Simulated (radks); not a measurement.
Problem. The mean radii <r> (bohr) of the occupied orbitals of an atom or ion are listed with their occupations. Method: Dirac Kohn-Sham, PBE, spin-unpolarised, spherical densities, finite nucleus; Fermi nuclear charge, rms radius of each element as measured or else 0.836 A^(1/3) + 0.57 fm; computed with a radial shooting solver on a logarithmic mesh with Libxc functionals.

| orbital | occ. | <r> |
|---|---|---|
| 1s1/2 | 2 | 0.02318 |
| 2s1/2 | 2 | 0.09846 |
| 2p1/2 | 2 | 0.08245 |
| 2p3/2 | 4 | 0.08897 |
| 3s1/2 | 2 | 0.2601 |
| 3p1/2 | 2 | 0.2498 |
| 3p3/2 | 4 | 0.2624 |
| 3d3/2 | 4 | 0.2339 |
| 3d5/2 | 6 | 0.2378 |
| 4s1/2 | 2 | 0.5902 |
| 4p1/2 | 2 | 0.6044 |
| 4p3/2 | 4 | 0.6320 |
| 4d3/2 | 4 | 0.6716 |
| 4d5/2 | 6 | 0.6810 |
| 5s1/2 | 2 | 1.314 |
| 5p1/2 | 2 | 1.414 |
| 5p3/2 | 1 | 1.469 |
| 4f5/2 | 3 | 0.8234 |

Name the element and its charge. Open shells, if any, fill j = l - 1/2 first.

Solution. Z = 61, promethium, charge +7: Pm7+ in [Kr] 4d10 4f3 5s2 5p3. The 1s radius gives Z: for a bare nucleus <r> = (2 gamma + 1)/(2Z) with gamma = sqrt(1 - (Z/c)^2), 0.02288 bohr for Z = 61, and screening makes it slightly larger (0.02318 here). The occupations add up to 54, and the charge is Z minus that.
